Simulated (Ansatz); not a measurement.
The free Zr atom, lowest solution found in each spin (singlets restricted, other states unrestricted); no spin–orbit coupling, and no relativity up to Kr.

Correlated levels freeze the inner cores; with def2 sets outer-core shells near the valence are correlated too. CBS(a, b) extrapolates the correlation energy as X⁻³ and adds the Hartree–Fock energy of set b.

Programs: Ansatz (a quantum-chemistry and plane-wave program) with Gaussian orbitals. Each number belongs to the level named beside it. In def2 rows elements past Kr take small-core potentials, without spin–orbit coupling.

Question: What is the computed energy of multiplicity 5 less that of multiplicity 3 (CCSD(T)/CBS(def2-TZVPP, def2-QZVPP))?

Answer: 13.6 kcal/mol

Question: Estimate the energy of multiplicity 5 less that of multiplicity 3 that wB97X-V/def2-TZVPP returns for this input.

Answer: 11.9 kcal/mol

Question: What is the computed energy of multiplicity 5 less that of multiplicity 3 (PBE0/def2-TZVPP)?

Answer: 0.2 kcal/mol

Doubts at one or more of the structures used: a spin-contaminated determinant (PBE0/def2-TZVPP).
